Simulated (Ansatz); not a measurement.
**Molecular dynamics of CH3AlO2**

Input file:

```yaml
crystal:
  periodic: [false, false, false]
  atoms:
    - { symbol: Al, position_ang: [-0.6839, -0.8094, -0.2843] }
    - { symbol: H, position_ang: [0.1436, -0.2146, 1.0412] }
    - { symbol: H, position_ang: [-0.091, -2.029, -1.0074] }
    - { symbol: H, position_ang: [-2.1372, -0.3024, -0.3737] }
    - { symbol: O, position_ang: [0.562, 0.7779, -0.8273] }
    - { symbol: C, position_ang: [0.8389, 0.962, 0.3287] }
    - { symbol: O, position_ang: [1.3676, 1.6156, 1.1228] }
magnetization:
  spin_polarized: true
basis:
  gaussian: { orbitals: def2-SVP }
hamiltonian:
  xc: hf
md:
  timestep: 0.5
  n_steps: 150
  ensemble: nve
  temperature: 300.0
  initial_velocities: maxwell_boltzmann
  seed: 610108
```

Run as:

```bash
$ ansatz run input.yaml --threads 1 --pin off --max-ram 2048MiB --backend cpu --events-out ev --progress --plain --runs-dir out
```

It starts from a rough guess of a transition structure, not a stationary point.

Output, in part (one step line in 2, the closing report, with atoms numbered from 0):

```
md step     0: t =     0.00 fs  T =   300.0 K  F+E_penalty+E_count = -11728.56365272 eV  E_kin = 0.193890 eV  conserved = -11728.36976272 eV  (35 SCF iters)
md step     2: t =     1.00 fs  T =   280.2 K  F+E_penalty+E_count = -11728.55053950 eV  E_kin = 0.181074 eV  conserved = -11728.36946534 eV  (30 SCF iters)
md step     4: t =     2.00 fs  T =   264.5 K  F+E_penalty+E_count = -11728.54013811 eV  E_kin = 0.170944 eV  conserved = -11728.36919375 eV  (28 SCF iters)
md step     6: t =     3.00 fs  T =   278.2 K  F+E_penalty+E_count = -11728.54891781 eV  E_kin = 0.179792 eV  conserved = -11728.36912622 eV  (28 SCF iters)
md step     8: t =     4.00 fs  T =   327.3 K  F+E_penalty+E_count = -11728.58085492 eV  E_kin = 0.211535 eV  conserved = -11728.36932003 eV  (30 SCF iters)
md step    10: t =     5.00 fs  T =   393.7 K  F+E_penalty+E_count = -11728.62411930 eV  E_kin = 0.254456 eV  conserved = -11728.36966329 eV  (30 SCF iters)
md step    12: t =     6.00 fs  T =   446.0 K  F+E_penalty+E_count = -11728.65814889 eV  E_kin = 0.288222 eV  conserved = -11728.36992685 eV  (29 SCF iters)
md step    14: t =     7.00 fs  T =   460.7 K  F+E_penalty+E_count = -11728.66768088 eV  E_kin = 0.297778 eV  conserved = -11728.36990319 eV  (30 SCF iters)
md step    16: t =     8.00 fs  T =   441.9 K  F+E_penalty+E_count = -11728.65514145 eV  E_kin = 0.285575 eV  conserved = -11728.36956637 eV  (29 SCF iters)
md step    18: t =     9.00 fs  T =   421.5 K  F+E_penalty+E_count = -11728.64156070 eV  E_kin = 0.272405 eV  conserved = -11728.36915559 eV  (29 SCF iters)
md step    20: t =    10.00 fs  T =   437.6 K  F+E_penalty+E_count = -11728.65186060 eV  E_kin = 0.282836 eV  conserved = -11728.36902496 eV  (29 SCF iters)
md step    22: t =    11.00 fs  T =   502.5 K  F+E_penalty+E_count = -11728.69410225 eV  E_kin = 0.324796 eV  conserved = -11728.36930591 eV  (29 SCF iters)
md step    24: t =    12.00 fs  T =   591.4 K  F+E_penalty+E_count = -11728.75195957 eV  E_kin = 0.382197 eV  conserved = -11728.36976264 eV  (29 SCF iters)
md step    26: t =    13.00 fs  T =   663.0 K  F+E_penalty+E_count = -11728.79850169 eV  E_kin = 0.428470 eV  conserved = -11728.37003194 eV  (28 SCF iters)
md step    28: t =    14.00 fs  T =   692.8 K  F+E_penalty+E_count = -11728.81772048 eV  E_kin = 0.447779 eV  conserved = -11728.36994129 eV  (28 SCF iters)
md step    30: t =    15.00 fs  T =   689.6 K  F+E_penalty+E_count = -11728.81526840 eV  E_kin = 0.445676 eV  conserved = -11728.36959208 eV  (28 SCF iters)
md step    32: t =    16.00 fs  T =   685.8 K  F+E_penalty+E_count = -11728.81249261 eV  E_kin = 0.443237 eV  conserved = -11728.36925558 eV  (28 SCF iters)
md step    34: t =    17.00 fs  T =   712.8 K  F+E_penalty+E_count = -11728.82985646 eV  E_kin = 0.460663 eV  conserved = -11728.36919375 eV  (27 SCF iters)
md step    36: t =    18.00 fs  T =   776.1 K  F+E_penalty+E_count = -11728.87108857 eV  E_kin = 0.501614 eV  conserved = -11728.36947449 eV  (27 SCF iters)
md step    38: t =    19.00 fs  T =   850.5 K  F+E_penalty+E_count = -11728.91957667 eV  E_kin = 0.549694 eV  conserved = -11728.36988266 eV  (27 SCF iters)
md step    40: t =    20.00 fs  T =   899.9 K  F+E_penalty+E_count = -11728.95167421 eV  E_kin = 0.581618 eV  conserved = -11728.37005608 eV  (27 SCF iters)
md step    42: t =    21.00 fs  T =   910.3 K  F+E_penalty+E_count = -11728.95811753 eV  E_kin = 0.588305 eV  conserved = -11728.36981303 eV  (27 SCF iters)
md step    44: t =    22.00 fs  T =   904.3 K  F+E_penalty+E_count = -11728.95386613 eV  E_kin = 0.584457 eV  conserved = -11728.36940871 eV  (27 SCF iters)
md step    46: t =    23.00 fs  T =   918.1 K  F+E_penalty+E_count = -11728.96270719 eV  E_kin = 0.593387 eV  conserved = -11728.36931982 eV  (27 SCF iters)
md step    48: t =    24.00 fs  T =   960.1 K  F+E_penalty+E_count = -11728.99015337 eV  E_kin = 0.620488 eV  conserved = -11728.36966512 eV  (27 SCF iters)
md step    50: t =    25.00 fs  T =  1000.7 K  F+E_penalty+E_count = -11729.01679401 eV  E_kin = 0.646747 eV  conserved = -11728.37004657 eV  (35 SCF iters)
md step    52: t =    26.00 fs  T =  1006.7 K  F+E_penalty+E_count = -11729.02069443 eV  E_kin = 0.650643 eV  conserved = -11728.37005096 eV  (27 SCF iters)
md step    54: t =    27.00 fs  T =   977.5 K  F+E_penalty+E_count = -11729.00142055 eV  E_kin = 0.631734 eV  conserved = -11728.36968606 eV  (27 SCF iters)
md step    56: t =    28.00 fs  T =   945.2 K  F+E_penalty+E_count = -11728.98022036 eV  E_kin = 0.610914 eV  conserved = -11728.36930683 eV  (28 SCF iters)
md step    58: t =    29.00 fs  T =   944.0 K  F+E_penalty+E_count = -11728.97935714 eV  E_kin = 0.610100 eV  conserved = -11728.36925748 eV  (28 SCF iters)
md step    60: t =    30.00 fs  T =   977.8 K  F+E_penalty+E_count = -11729.00154055 eV  E_kin = 0.631960 eV  conserved = -11728.36958086 eV  (28 SCF iters)
md step    62: t =    31.00 fs  T =  1016.8 K  F+E_penalty+E_count = -11729.02715043 eV  E_kin = 0.657147 eV  conserved = -11728.37000359 eV  (28 SCF iters)
md step    64: t =    32.00 fs  T =  1021.8 K  F+E_penalty+E_count = -11729.03053079 eV  E_kin = 0.660363 eV  conserved = -11728.37016747 eV  (28 SCF iters)
md step    66: t =    33.00 fs  T =   977.5 K  F+E_penalty+E_count = -11729.00163746 eV  E_kin = 0.631735 eV  conserved = -11728.36990252 eV  (28 SCF iters)
md step    68: t =    34.00 fs  T =   908.1 K  F+E_penalty+E_count = -11728.95624775 eV  E_kin = 0.586875 eV  conserved = -11728.36937241 eV  (27 SCF iters)
md step    70: t =    35.00 fs  T =   861.6 K  F+E_penalty+E_count = -11728.92583720 eV  E_kin = 0.556850 eV  conserved = -11728.36898729 eV  (29 SCF iters)
md step    72: t =    36.00 fs  T =   872.8 K  F+E_penalty+E_count = -11728.93312241 eV  E_kin = 0.564061 eV  conserved = -11728.36906174 eV  (28 SCF iters)
md step    74: t =    37.00 fs  T =   934.8 K  F+E_penalty+E_count = -11728.97368292 eV  E_kin = 0.604176 eV  conserved = -11728.36950666 eV  (27 SCF iters)
md step    76: t =    38.00 fs  T =  1007.8 K  F+E_penalty+E_count = -11729.02128115 eV  E_kin = 0.651370 eV  conserved = -11728.36991165 eV  (36 SCF iters)
md step    78: t =    39.00 fs  T =  1055.3 K  F+E_penalty+E_count = -11729.05196134 eV  E_kin = 0.682028 eV  conserved = -11728.36993325 eV  (28 SCF iters)
md step    80: t =    40.00 fs  T =  1075.1 K  F+E_penalty+E_count = -11729.06442239 eV  E_kin = 0.694834 eV  conserved = -11728.36958802 eV  (27 SCF iters)
md step    82: t =    41.00 fs  T =  1098.1 K  F+E_penalty+E_count = -11729.07893501 eV  E_kin = 0.709701 eV  conserved = -11728.36923379 eV  (28 SCF iters)
md step    84: t =    42.00 fs  T =  1155.7 K  F+E_penalty+E_count = -11729.11615603 eV  E_kin = 0.746915 eV  conserved = -11728.36924093 eV  (28 SCF iters)
md step    86: t =    43.00 fs  T =  1246.9 K  F+E_penalty+E_count = -11729.17551392 eV  E_kin = 0.805890 eV  conserved = -11728.36962356 eV  (28 SCF iters)
md step    88: t =    44.00 fs  T =  1337.3 K  F+E_penalty+E_count = -11729.23434854 eV  E_kin = 0.864318 eV  conserved = -11728.37003095 eV  (27 SCF iters)
md step    90: t =    45.00 fs  T =  1389.7 K  F+E_penalty+E_count = -11729.26828978 eV  E_kin = 0.898183 eV  conserved = -11728.37010702 eV  (27 SCF iters)
md step    92: t =    46.00 fs  T =  1396.4 K  F+E_penalty+E_count = -11729.27228244 eV  E_kin = 0.902463 eV  conserved = -11728.36981899 eV  (27 SCF iters)
md step    94: t =    47.00 fs  T =  1382.1 K  F+E_penalty+E_count = -11729.26269282 eV  E_kin = 0.893221 eV  conserved = -11728.36947193 eV  (27 SCF iters)
md step    96: t =    48.00 fs  T =  1377.2 K  F+E_penalty+E_count = -11729.25950372 eV  E_kin = 0.890097 eV  conserved = -11728.36940679 eV  (27 SCF iters)
md step    98: t =    49.00 fs  T =  1387.5 K  F+E_penalty+E_count = -11729.26641196 eV  E_kin = 0.896757 eV  conserved = -11728.36965506 eV  (27 SCF iters)
md step   100: t =    50.00 fs  T =  1390.7 K  F+E_penalty+E_count = -11729.26870900 eV  E_kin = 0.898777 eV  conserved = -11728.36993171 eV  (27 SCF iters)
md step   102: t =    51.00 fs  T =  1361.1 K  F+E_penalty+E_count = -11729.24965990 eV  E_kin = 0.879710 eV  conserved = -11728.36994975 eV  (27 SCF iters)
md step   104: t =    52.00 fs  T =  1296.7 K  F+E_penalty+E_count = -11729.20770950 eV  E_kin = 0.838044 eV  conserved = -11728.36966567 eV  (28 SCF iters)
md step   106: t =    53.00 fs  T =  1222.9 K  F+E_penalty+E_count = -11729.15962927 eV  E_kin = 0.790358 eV  conserved = -11728.36927141 eV  (27 SCF iters)
md step   108: t =    54.00 fs  T =  1176.0 K  F+E_penalty+E_count = -11729.12909332 eV  E_kin = 0.760051 eV  conserved = -11728.36904252 eV  (28 SCF iters)
md step   110: t =    55.00 fs  T =  1177.0 K  F+E_penalty+E_count = -11729.12986971 eV  E_kin = 0.760719 eV  conserved = -11728.36915028 eV  (28 SCF iters)
md step   112: t =    56.00 fs  T =  1216.1 K  F+E_penalty+E_count = -11729.15548001 eV  E_kin = 0.785955 eV  conserved = -11728.36952521 eV  (28 SCF iters)
md step   114: t =    57.00 fs  T =  1259.2 K  F+E_penalty+E_count = -11729.18367505 eV  E_kin = 0.813799 eV  conserved = -11728.36987639 eV  (27 SCF iters)
md step   116: t =    58.00 fs  T =  1275.3 K  F+E_penalty+E_count = -11729.19410699 eV  E_kin = 0.824211 eV  conserved = -11728.36989607 eV  (27 SCF iters)
md step   118: t =    59.00 fs  T =  1264.1 K  F+E_penalty+E_count = -11729.18652708 eV  E_kin = 0.816996 eV  conserved = -11728.36953124 eV  (27 SCF iters)
md step   120: t =    60.00 fs  T =  1259.5 K  F+E_penalty+E_count = -11729.18312476 eV  E_kin = 0.814013 eV  conserved = -11728.36911189 eV  (27 SCF iters)
md step   122: t =    61.00 fs  T =  1298.9 K  F+E_penalty+E_count = -11729.20854928 eV  E_kin = 0.839457 eV  conserved = -11728.36909234 eV  (27 SCF iters)
md step   124: t =    62.00 fs  T =  1383.5 K  F+E_penalty+E_count = -11729.26367998 eV  E_kin = 0.894128 eV  conserved = -11728.36955202 eV  (25 SCF iters)
md step   126: t =    63.00 fs  T =  1471.8 K  F+E_penalty+E_count = -11729.32128990 eV  E_kin = 0.951210 eV  conserved = -11728.37008020 eV  (26 SCF iters)
md step   128: t =    64.00 fs  T =  1515.6 K  F+E_penalty+E_count = -11729.34973650 eV  E_kin = 0.979509 eV  conserved = -11728.37022701 eV  (25 SCF iters)
md step   130: t =    65.00 fs  T =  1500.0 K  F+E_penalty+E_count = -11729.33941521 eV  E_kin = 0.969480 eV  conserved = -11728.36993525 eV  (26 SCF iters)
md step   132: t =    66.00 fs  T =  1450.2 K  F+E_penalty+E_count = -11729.30676933 eV  E_kin = 0.937244 eV  conserved = -11728.36952547 eV  (27 SCF iters)
md step   134: t =    67.00 fs  T =  1402.5 K  F+E_penalty+E_count = -11729.27578888 eV  E_kin = 0.906429 eV  conserved = -11728.36935967 eV  (28 SCF iters)
md step   136: t =    68.00 fs  T =  1372.5 K  F+E_penalty+E_count = -11729.25658112 eV  E_kin = 0.887059 eV  conserved = -11728.36952213 eV  (28 SCF iters)
md step   138: t =    69.00 fs  T =  1346.2 K  F+E_penalty+E_count = -11729.23986451 eV  E_kin = 0.870064 eV  conserved = -11728.36980006 eV  (28 SCF iters)
md step   140: t =    70.00 fs  T =  1298.6 K  F+E_penalty+E_count = -11729.20917013 eV  E_kin = 0.839253 eV  conserved = -11728.36991682 eV  (27 SCF iters)
md step   142: t =    71.00 fs  T =  1218.9 K  F+E_penalty+E_count = -11729.15749763 eV  E_kin = 0.787749 eV  conserved = -11728.36974842 eV  (26 SCF iters)
md step   144: t =    72.00 fs  T =  1122.8 K  F+E_penalty+E_count = -11729.09507198 eV  E_kin = 0.725682 eV  conserved = -11728.36938958 eV  (27 SCF iters)
md step   146: t =    73.00 fs  T =  1043.7 K  F+E_penalty+E_count = -11729.04361785 eV  E_kin = 0.674531 eV  conserved = -11728.36908724 eV  (28 SCF iters)
md step   148: t =    74.00 fs  T =  1009.2 K  F+E_penalty+E_count = -11729.02132730 eV  E_kin = 0.652259 eV  conserved = -11728.36906841 eV  (28 SCF iters)
md step   150: t =    75.00 fs  T =  1021.2 K  F+E_penalty+E_count = -11729.02933821 eV  E_kin = 0.659988 eV  conserved = -11728.36935067 eV  (34 SCF iters)
Total energy: -11729.02933821 eV, -431.0338779575 hartree
Atom 0 at    -1.110239    -1.325280    -0.428014 Å, force     0.091464    -0.175186    -1.362589 eV/Å
Atom 1 at    -0.272703    -0.944504     0.849296 Å, force    -0.415616    -0.335811     0.272957 eV/Å
Atom 2 at    -0.555415    -2.280556    -1.615562 Å, force     0.219686     0.091088     0.639029 eV/Å
Atom 3 at    -2.535102    -0.835756    -0.965484 Å, force     0.063472     0.235674     0.683614 eV/Å
Atom 4 at     0.726070     0.931976    -0.556605 Å, force     1.700402     1.909682     0.942572 eV/Å
Atom 5 at     1.270979     1.528425     0.282628 Å, force    -2.624543    -2.684327    -1.511949 eV/Å
Atom 6 at     1.678711     2.001736     1.216752 Å, force     0.965137     0.958880     0.336366 eV/Å
Dipole moment:     0.158051     0.198489     0.196420 e Å
```

All steps were run. The conserved energy stayed within 0.12 meV per atom of its start (net change 0.059 meV per atom), so the integration is sound. The kinetic energy rose, since the run started high on the potential surface and went downhill. It ends in pieces (AlH3 + CO2), so much of that is their flight and rotation, not heat. A run of 0.075 ps of so small a system gives no equilibrium averages. The orbitals were unrestricted but ended closed-shell.

The planned step would form Al1–O5, H2–C6 and break Al1–H2. These pairs go: Al1–O5 2.09 → 2.91 Å, H2–C6 1.54 → 2.97 Å, Al1–H2 1.67 → 1.57 Å. In the last frame they stand as before the step (other bonds may differ from the relaxed reactants and products). Also parted: Al1–C6 2.42 → 3.78 Å. It ends as AlH3 + CO2. Pairs count as bonded within 1.25 times the sum of covalent radii (0.12 Å more for H–H).

Last frame:

```xyz
7
Properties=species:S:1:pos:R:3
Al -1.110 -1.325 -0.428
H -0.273 -0.945 0.849
H -0.555 -2.281 -1.616
H -2.535 -0.836 -0.966
O 0.726 0.932 -0.557
C 1.271 1.528 0.283
O 1.679 2.002 1.217
```

Run time: 2.4 min on 1 thread of Arm Neoverse V2, on a shared host, peak memory 0.14 GiB.
